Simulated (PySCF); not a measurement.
C₂Si, SMILES [C]1[C][Si]1 (connectivity only; charge and spin as stated), neutral, multiplicity 1.

The structure is a stationary point at ωB97X-D3(BJ)/def2-TZVP.

Calculation: ωB97X-D3(BJ)/def2-TZVP run with PySCF 2.14.0.

Frequencies are harmonic and unscaled.

Computed vibrational spectrum:
| mode | ν (cm⁻¹) | IR (km/mol) | moving atoms (share of kinetic energy) |
|---|---|---|---|
| 1 | 139 | 100.3 | C 91 %, Si 9 % |
| 2 | 832 | 178.5 | C 54 %, Si 46 % |
| 3 | 1868 | 24.8 | C 100 % |
